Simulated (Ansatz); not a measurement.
This geometry of BrH + F2H2OSi (8 atoms, charge 0, multiplicity 1) is a first-order saddle point.

The calculation used RKS BLYP/def2-SVP (Ansatz).

```xyz
8
Properties=species:S:1:pos:R:3
Si -0.330 0.680 -0.061
O 0.318 -0.838 0.722
F -1.404 0.366 -1.238
F -1.345 0.928 1.211
H 0.488 1.904 -0.082
H 0.955 -1.209 -0.087
Br 1.620 -0.399 -1.671
H -0.302 -1.432 1.205
```

Which two structures does it join? (They come from a converged band through this point; their orientation in space is the band's.)

Bonds broken: Si1–O2, H6–Br7. Bonds formed: Si1–Br7, O2–H6. BrH + F2H2OSi becomes BrF2HSi + H2O.

Initial state:

```xyz
8
Properties=species:S:1:pos:R:3
Si -0.840 0.830 0.218
O -0.012 -0.615 0.214
F -2.255 0.669 -0.566
F -1.219 1.258 1.740
H 0.019 1.840 -0.426
H 1.738 -1.088 -0.603
Br 3.003 -1.495 -1.193
H -0.434 -1.400 0.615
```

Final state:

```xyz
8
Properties=species:S:1:pos:R:3
Si 0.132 1.114 -0.263
O 0.000 -1.955 0.384
F -0.940 0.287 -1.174
F -0.176 0.767 1.302
H -0.142 2.558 -0.457
H -0.780 -1.855 -0.198
Br 2.225 0.651 -0.818
H -0.317 -1.566 1.224
```

How far does it lie above each of them?

0.91 eV above the first and 0.57 eV above the second. This is the barrier of this one path; another mechanism may lie lower. The orbitals stay closed-shell, which can raise the energy where a bond breaks towards radicals; this wasn't checked here.

The run took 2.9 min on 2 threads of Arm Neoverse V2 (shared host), peak memory 0.15 GiB.
